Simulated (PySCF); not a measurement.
CH₅FSi, SMILES FC[SiH3] (PBE0/def2-SVP optimised geometry):

```
8

F      1.766    -0.979     0.000
C      0.387    -0.979     0.000
Si    -0.271     0.806     0.000
H      0.023    -1.528    -0.888
H      0.024    -1.527     0.889
H      0.223     1.528     1.209
H     -1.766     0.758     0.018
H      0.192     1.519    -1.226
```

Level of theory: PBE0/def2-TZVP in PySCF 2.14.0.

### Question
What are the frontier orbital energies and the dipole moment?

### Answer
HOMO-2 -9.91 eV, HOMO-1 -9.54 eV, HOMO -8.69 eV, LUMO 0.50 eV, LUMO+1 0.90 eV; dipole moment 1.52 D.

Meta-Löwdin charges at PBE0/def2-TZVP: F1 -0.32, C2 -0.14, Si3 0.46, H4 0.12, H5 0.12, H6 -0.08, H7 -0.09, H8 -0.08.
